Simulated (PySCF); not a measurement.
Deuteron quadrupole couplings in `CC[C@H](C)n1cc(C)nn1`

Compound: C7H13N3.
Structure used (GFN2-xTB), in Å, numbered top down from 1:
```xyz
23
C7H13N3 angstrom
C     -1.429    2.120   -0.529
C     -1.809    0.891    0.287
C     -1.371   -0.412   -0.392
C     -1.805   -1.642    0.404
N      0.057   -0.423   -0.588
C      1.046   -0.368    0.334
C      2.211   -0.388   -0.406
C      3.625   -0.337    0.044
N      1.858   -0.453   -1.708
N      0.582   -0.473   -1.803
H     -1.767    3.025   -0.030
H     -0.350    2.183   -0.656
H     -1.884    2.078   -1.516
H     -2.892    0.858    0.419
H     -1.355    0.952    1.279
H     -1.794   -0.457   -1.402
H     -2.889   -1.670    0.480
H     -1.389   -1.618    1.409
H     -1.468   -2.550   -0.091
H      0.868   -0.321    1.387
H      4.081    0.604   -0.263
H      4.190   -1.145   -0.415
H      3.681   -0.423    1.126
```

Level: PBE0/pcSseg-1 (PySCF, non-relativistic); Q(2H) = 0.00286 b; rigid geometry, the same for H and D, with no vibrational averaging.

Question: Rank these positions by the coupling χzz of a deuteron there, largest first.
A. H16 (methine hydrogen)
B. H22 (methyl hydrogen)
C. H15 (methylene hydrogen)
D. H20 (aromatic hydrogen)

Answer: D (236 kHz), B (210 kHz), C (204 kHz), A (190 kHz).

Question: Tabulate Vzz, the asymmetry η and χzz = 234.96 MHz × Q × Vzz for every hydrogen position.

Answer: 
```json
{"atom": "H11", "bonded to": "C1", "bond length (Å)": "1.087", "Vzz (au)": "0.3166", "η": "0.02", "χzz (kHz)": "213"}
{"atom": "H12", "bonded to": "C1", "bond length (Å)": "1.088", "Vzz (au)": "0.3115", "η": "0.03", "χzz (kHz)": "209"}
{"atom": "H13", "bonded to": "C1", "bond length (Å)": "1.087", "Vzz (au)": "0.3141", "η": "0.03", "χzz (kHz)": "211"}
{"atom": "H14", "bonded to": "C2", "bond length (Å)": "1.091", "Vzz (au)": "0.3046", "η": "0.03", "χzz (kHz)": "205"}
{"atom": "H15", "bonded to": "C2", "bond length (Å)": "1.092", "Vzz (au)": "0.3033", "η": "0.03", "χzz (kHz)": "204"}
{"atom": "H16", "bonded to": "C3", "bond length (Å)": "1.096", "Vzz (au)": "0.2830", "η": "0.04", "χzz (kHz)": "190"}
{"atom": "H17", "bonded to": "C4", "bond length (Å)": "1.087", "Vzz (au)": "0.3160", "η": "0.03", "χzz (kHz)": "212"}
{"atom": "H18", "bonded to": "C4", "bond length (Å)": "1.088", "Vzz (au)": "0.3133", "η": "0.03", "χzz (kHz)": "211"}
{"atom": "H19", "bonded to": "C4", "bond length (Å)": "1.088", "Vzz (au)": "0.3121", "η": "0.02", "χzz (kHz)": "210"}
{"atom": "H20", "bonded to": "C6", "bond length (Å)": "1.069", "Vzz (au)": "0.3511", "η": "0.09", "χzz (kHz)": "236"}
{"atom": "H21", "bonded to": "C8", "bond length (Å)": "1.089", "Vzz (au)": "0.3108", "η": "0.02", "χzz (kHz)": "209"}
{"atom": "H22", "bonded to": "C8", "bond length (Å)": "1.088", "Vzz (au)": "0.3127", "η": "0.02", "χzz (kHz)": "210"}
{"atom": "H23", "bonded to": "C8", "bond length (Å)": "1.087", "Vzz (au)": "0.3149", "η": "0.04", "χzz (kHz)": "212"}
```

Question: How does χzz go with the bond length over the 13 C–H bonds?

Answer: A straight-line fit has a slope of -15.5 kHz for each 0.01 Å, with a correlation coefficient of -0.97, over lengths from 1.069 to 1.096 Å. The longer bonds have the smaller couplings here.

One conformer (not necessarily the lowest) at the GFN2-xTB geometry, without solvent, vibrations or thermal averaging. GFN2-xTB frequencies show an imaginary mode (37i cm⁻¹), so this geometry is no minimum at that level. GFN2-xTB bond lengths can be off by several hundredths of an ångström, more for odd bonds, and the gradients follow them. With so small a basis the couplings can be 20 % off.
